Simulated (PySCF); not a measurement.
Isomers of CH6OSi. Isolated molecules, 0 K electronic values unless said otherwise. One relaxed conformer stands for each flexible species; it need not be the lowest. Strings in code marks are SMILES.

The HOMO–LUMO gap from two functionals at the same geometries (PBE0-D3(BJ)/def2-TZVP), both in PySCF: PBE-D3(BJ)/def2-TZVP and ωB97X-D3(BJ)/def2-TZVP. 

```
species                            ωB97X-D3(BJ)/def2-TZVP (eV)
---------------------------------  ---------------------------
`CO[SiH3]`                                               12.99
`C[SiH2]O` (C–Si–O–H torsion 69°)                        13.35
`OC[SiH3]` (H–O–C–Si torsion 59°)                        12.40
```

Q: What does PBE-D3(BJ)/def2-TZVP give for each?

A: 
- `CO[SiH3]`: 6.09
- `C[SiH2]O` (C–Si–O–H torsion 69°): 6.55
- `OC[SiH3]` (H–O–C–Si torsion 59°): 5.64
Over these rows, drawn at random from the members with no instability flagged (it was tested for open shells, ions and some series alone), PBE minus ωB97X-D3(BJ): mean -6.82 eV, from -6.90 eV to -6.76 eV.
